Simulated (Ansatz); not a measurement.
Ansatz (a quantum-chemistry and plane-wave program) input (B3LYP-D3(BJ)/def2-TZVP):

Ansatz 0.2 input:
```yaml
crystal:
  periodic: [false, false, false]
  atoms:
    - {symbol: C, position_ang: [2.14659869, 0.21519083, 0.97926990]}
    - {symbol: C, position_ang: [0.90239964, 0.61882214, 0.19424405]}
    - {symbol: C, position_ang: [-0.05203140, -0.55684944, -0.04045634]}
    - {symbol: C, position_ang: [-1.25650228, -0.16885430, -0.85553161]}
    - {symbol: C, position_ang: [-2.49992596, -0.21937369, -0.46588767]}
    - {symbol: H, position_ang: [2.80994526, 1.06720388, 1.13780977]}
    - {symbol: H, position_ang: [1.87941645, -0.18602130, 1.95970553]}
    - {symbol: H, position_ang: [2.71319721, -0.55507597, 0.45045458]}
    - {symbol: H, position_ang: [0.36542525, 1.40924018, 0.72566272]}
    - {symbol: H, position_ang: [1.19589469, 1.04278263, -0.77127991]}
    - {symbol: H, position_ang: [-0.37761605, -0.96927244, 0.91670360]}
    - {symbol: H, position_ang: [0.48851609, -1.35324076, -0.56466928]}
    - {symbol: H, position_ang: [-1.04046280, 0.20599099, -1.86300438]}
    - {symbol: H, position_ang: [-3.47754820, 0.00477947, -0.86121263]}
basis:
  gaussian:
    orbitals: def2-TZVP
hamiltonian:
  xc: b3lyp
  dispersion: d3bj
magnetization: {spin_polarized: true, initial_magnetization: 1}
phonons: {temperatures: {t_min: 298.15, t_max: 298.15, t_step: 100}}
```

Output:

```
Functional definition: B3LYP
integrals: 0.12 GiB planned
1296 factors; their error is unknown
0.31 GiB of the device are held for the grids
1.03 GiB of device memory are held for the factors and their scratch space
mean field: 1.20 GiB planned
mean field evaluation 1: about -5318.3523 eV, gradient 5.2e1 eV
mean field evaluation 2: about -5308.6578 eV, gradient 6.6e1 eV
mean field evaluation 4: about -5331.2869 eV, gradient 6.2e0 eV
mean field evaluation 8: about -5331.4705 eV, gradient 1.2e-1 eV
mean field evaluation 16: about -5331.4398 eV, gradient 6.1e-3 eV
mean field -5331.43980226 eV, -195.9267989534 hartree, gradient 6.6e-5 eV, S^2 0.758969; 0 other end points of the search recorded, 0 dependent functions left out
the calculation of the forces begins
reference -5331.44010385 eV, -195.9268100366 hartree; 20, 19 occupied and 189, 190 virtual orbitals, 1296 factors
these checks for a lower state are left out or cut short: stability, starts, cluster_reference, orbital_swaps, neighbouring_geometries, increment
integrals: 0.12 GiB planned
1296 factors; their error is unknown
0.31 GiB of the device are held for the grids
1.03 GiB of device memory are held for the factors and their scratch space
mean field: 1.20 GiB planned
mean field -5331.43969803 eV, -195.9267951232 hartree, gradient 2.3e-6 eV, S^2 0.758969; 0 other end points of the search recorded, 0 dependent functions left out
the calculation of the forces begins
reference -5331.43999956 eV, -195.9268062040 hartree; 20, 19 occupied and 189, 190 virtual orbitals, 1296 factors
these checks for a lower state are left out or cut short: stability, starts, cluster_reference, orbital_swaps, neighbouring_geometries, increment
integrals: 0.12 GiB planned
1296 factors; their error is unknown
0.31 GiB of the device are held for the grids
1.03 GiB of device memory are held for the factors and their scratch space
mean field: 1.20 GiB planned
mean field evaluation 32: about -5331.4396 eV, gradient 5.7e-3 eV
mean field -5331.43960311 eV, -195.9267916348 hartree, gradient 2.4e-6 eV, S^2 0.758969; 0 other end points of the search recorded, 0 dependent functions left out
the calculation of the forces begins
reference -5331.43990477 eV, -195.9268027205 hartree; 20, 19 occupied and 189, 190 virtual orbitals, 1296 factors
these checks for a lower state are left out or cut short: stability, starts, cluster_reference, orbital_swaps, neighbouring_geometries, increment
integrals: 0.12 GiB planned
1296 factors; their error is unknown
0.31 GiB of the device are held for the grids
1.03 GiB of device memory are held for the factors and their scratch space
mean field: 1.20 GiB planned
mean field -5331.43964092 eV, -195.9267930242 hartree, gradient 2.3e-6 eV, S^2 0.758969; 0 other end points of the search recorded, 0 dependent functions left out
the calculation of the forces begins
reference -5331.43994254 eV, -195.9268041085 hartree; 20, 19 occupied and 189, 190 virtual orbitals, 1296 factors
these checks for a lower state are left out or cut short: stability, starts, cluster_reference, orbital_swaps, neighbouring_geometries, increment
integrals: 0.12 GiB planned
1296 factors; their error is unknown
0.31 GiB of the device are held for the grids
1.03 GiB of device memory are held for the factors and their scratch space
mean field: 1.20 GiB planned
mean field -5331.43962438 eV, -195.9267924164 hartree, gradient 2.4e-6 eV, S^2 0.758969; 0 other end points of the search recorded, 0 dependent functions left out
[...]
mean field -5331.43979889 eV, -195.9267988296 hartree, gradient 2.4e-6 eV, S^2 0.758961; 0 other end points of the search recorded, 0 dependent functions left out
the calculation of the forces begins
reference -5331.44010046 eV, -195.9268099120 hartree; 20, 19 occupied and 189, 190 virtual orbitals, 1296 factors
these checks for a lower state are left out or cut short: stability, starts, cluster_reference, orbital_swaps, neighbouring_geometries, increment
integrals: 0.12 GiB planned
1296 factors; their error is unknown
0.31 GiB of the device are held for the grids
1.03 GiB of device memory are held for the factors and their scratch space
mean field: 1.20 GiB planned
mean field evaluation 544: about -5331.4398 eV, gradient 1.7e-6 eV
mean field -5331.43978718 eV, -195.9267983993 hartree, gradient 1.8e-6 eV, S^2 0.758971; 0 other end points of the search recorded, 0 dependent functions left out
the calculation of the forces begins
reference -5331.44008879 eV, -195.9268094830 hartree; 20, 19 occupied and 189, 190 virtual orbitals, 1296 factors
these checks for a lower state are left out or cut short: stability, starts, cluster_reference, orbital_swaps, neighbouring_geometries, increment
integrals: 0.12 GiB planned
1296 factors; their error is unknown
0.31 GiB of the device are held for the grids
1.03 GiB of device memory are held for the factors and their scratch space
mean field: 1.20 GiB planned
mean field -5331.43978624 eV, -195.9267983647 hartree, gradient 2.3e-6 eV, S^2 0.758967; 0 other end points of the search recorded, 0 dependent functions left out
the calculation of the forces begins
reference -5331.44008782 eV, -195.9268094474 hartree; 20, 19 occupied and 189, 190 virtual orbitals, 1296 factors
these checks for a lower state are left out or cut short: stability, starts, cluster_reference, orbital_swaps, neighbouring_geometries, increment
integrals: 0.12 GiB planned
1296 factors; their error is unknown
0.31 GiB of the device are held for the grids
1.03 GiB of device memory are held for the factors and their scratch space
mean field: 1.20 GiB planned
mean field -5331.43969254 eV, -195.9267949213 hartree, gradient 2.4e-6 eV, S^2 0.758962; 0 other end points of the search recorded, 0 dependent functions left out
the calculation of the forces begins
reference -5331.43999407 eV, -195.9268060022 hartree; 20, 19 occupied and 189, 190 virtual orbitals, 1296 factors
these checks for a lower state are left out or cut short: stability, starts, cluster_reference, orbital_swaps, neighbouring_geometries, increment
integrals: 0.12 GiB planned
1296 factors; their error is unknown
0.31 GiB of the device are held for the grids
1.03 GiB of device memory are held for the factors and their scratch space
mean field: 1.20 GiB planned
mean field -5331.43974524 eV, -195.9267968578 hartree, gradient 2.3e-6 eV, S^2 0.758976; 0 other end points of the search recorded, 0 dependent functions left out
the calculation of the forces begins
reference -5331.44004689 eV, -195.9268079434 hartree; 20, 19 occupied and 189, 190 virtual orbitals, 1296 factors
these checks for a lower state are left out or cut short: stability, starts, cluster_reference, orbital_swaps, neighbouring_geometries, increment
integrals: 0.12 GiB planned
1296 factors; their error is unknown
0.31 GiB of the device are held for the grids
1.03 GiB of device memory are held for the factors and their scratch space
mean field: 1.20 GiB planned
mean field -5331.43968447 eV, -195.9267946245 hartree, gradient 2.3e-6 eV, S^2 0.758971; 0 other end points of the search recorded, 0 dependent functions left out
the calculation of the forces begins
reference -5331.43998600 eV, -195.9268057056 hartree; 20, 19 occupied and 189, 190 virtual orbitals, 1296 factors
these checks for a lower state are left out or cut short: stability, starts, cluster_reference, orbital_swaps, neighbouring_geometries, increment
integrals: 0.12 GiB planned
1296 factors; their error is unknown
0.31 GiB of the device are held for the grids
1.03 GiB of device memory are held for the factors and their scratch space
mean field: 1.20 GiB planned
mean field evaluation 576: about -5331.4392 eV, gradient 4.3e-1 eV
mean field -5331.43972971 eV, -195.9267962871 hartree, gradient 2.4e-6 eV, S^2 0.758967; 0 other end points of the search recorded, 0 dependent functions left out
the calculation of the forces begins
reference -5331.44003136 eV, -195.9268073726 hartree; 20, 19 occupied and 189, 190 virtual orbitals, 1296 factors
these checks for a lower state are left out or cut short: stability, starts, cluster_reference, orbital_swaps, neighbouring_geometries, increment
integrals: 0.12 GiB planned
1296 factors; their error is unknown
0.31 GiB of the device are held for the grids
1.03 GiB of device memory are held for the factors and their scratch space
mean field: 1.20 GiB planned
mean field -5331.43979414 eV, -195.9267986550 hartree, gradient 2.3e-6 eV, S^2 0.758969; 0 other end points of the search recorded, 0 dependent functions left out
the calculation of the forces begins
reference -5331.44009571 eV, -195.9268097374 hartree; 20, 19 occupied and 189, 190 virtual orbitals, 1296 factors
these checks for a lower state are left out or cut short: stability, starts, cluster_reference, orbital_swaps, neighbouring_geometries, increment
integrals: 0.12 GiB planned
1296 factors; their error is unknown
0.31 GiB of the device are held for the grids
1.03 GiB of device memory are held for the factors and their scratch space
mean field: 1.20 GiB planned
mean field -5331.43979205 eV, -195.9267985780 hartree, gradient 2.4e-6 eV, S^2 0.758969; 0 other end points of the search recorded, 0 dependent functions left out
the calculation of the forces begins
reference -5331.44009366 eV, -195.9268096622 hartree; 20, 19 occupied and 189, 190 virtual orbitals, 1296 factors
these checks for a lower state are left out or cut short: stability, starts, cluster_reference, orbital_swaps, neighbouring_geometries, increment
integrals: 0.12 GiB planned
1296 factors; their error is unknown
0.31 GiB of the device are held for the grids
1.03 GiB of device memory are held for the factors and their scratch space
mean field: 1.20 GiB planned
mean field -5331.43978334 eV, -195.9267982580 hartree, gradient 2.4e-6 eV, S^2 0.758969; 0 other end points of the search recorded, 0 dependent functions left out
the calculation of the forces begins
reference -5331.44008489 eV, -195.9268093398 hartree; 20, 19 occupied and 189, 190 virtual orbitals, 1296 factors
these checks for a lower state are left out or cut short: stability, starts, cluster_reference, orbital_swaps, neighbouring_geometries, increment
integrals: 0.12 GiB planned
1296 factors; their error is unknown
0.31 GiB of the device are held for the grids
1.03 GiB of device memory are held for the factors and their scratch space
mean field: 1.20 GiB planned
mean field evaluation 608: about -5331.4398 eV, gradient 2.4e-6 eV
mean field -5331.43978430 eV, -195.9267982933 hartree, gradient 2.4e-6 eV, S^2 0.758969; 0 other end points of the search recorded, 0 dependent functions left out
the calculation of the forces begins
reference -5331.44008593 eV, -195.9268093781 hartree; 20, 19 occupied and 189, 190 virtual orbitals, 1296 factors
Total energy: -5331.88468617 eV, -195.9431481353 hartree
Atom 0 at     2.146599     0.215191     0.979270 Å, force     0.000467    -0.000574    -0.001129 eV/Å
Atom 1 at     0.902400     0.618822     0.194244 Å, force    -0.000568    -0.000665     0.001392 eV/Å
Atom 2 at    -0.052031    -0.556849    -0.040456 Å, force     0.001363     0.002022     0.001249 eV/Å
Atom 3 at    -1.256502    -0.168854    -0.855532 Å, force    -0.001871    -0.000198    -0.000463 eV/Å
Atom 4 at    -2.499926    -0.219374    -0.465888 Å, force     0.000760     0.000270    -0.001346 eV/Å
Atom 5 at     2.809945     1.067204     1.137810 Å, force    -0.000068     0.000028     0.000153 eV/Å
Atom 6 at     1.879416    -0.186021     1.959706 Å, force    -0.000385    -0.000011     0.000125 eV/Å
Atom 7 at     2.713197    -0.555076     0.450455 Å, force     0.000118     0.000130    -0.000099 eV/Å
Atom 8 at     0.365425     1.409240     0.725663 Å, force    -0.000348    -0.000067    -0.000340 eV/Å
Atom 9 at     1.195895     1.042783    -0.771280 Å, force    -0.000160    -0.000382    -0.000235 eV/Å
Atom 10 at    -0.377616    -0.969272     0.916704 Å, force     0.000160    -0.000117    -0.000474 eV/Å
Atom 11 at     0.488516    -1.353241    -0.564669 Å, force    -0.000018    -0.000069     0.000172 eV/Å
Atom 12 at    -1.040463     0.205991    -1.863004 Å, force     0.000131    -0.000222     0.000276 eV/Å
Atom 13 at    -3.477548     0.004779    -0.861213 Å, force     0.000420    -0.000145     0.000719 eV/Å
Dipole moment:     0.115638     0.056739    -0.104583 e Å
Vibrations: 96.29 104.39 237.46 252.09 390.20 421.66 644.86 750.01 789.37 822.08 890.57 909.58 1006.07 1051.97 1115.34 1141.27 1244.48 1279.11 1315.20 1328.04 1383.31 1414.80 1482.21 1494.37 1499.27 1509.75 1680.15 3003.95 3009.61 3020.23 3026.94 3046.62 3072.22 3088.53 3092.64 3245.88 cm⁻¹, zero-point energy 3.338927 eV
```

It need not be the lowest isomer of its formula.
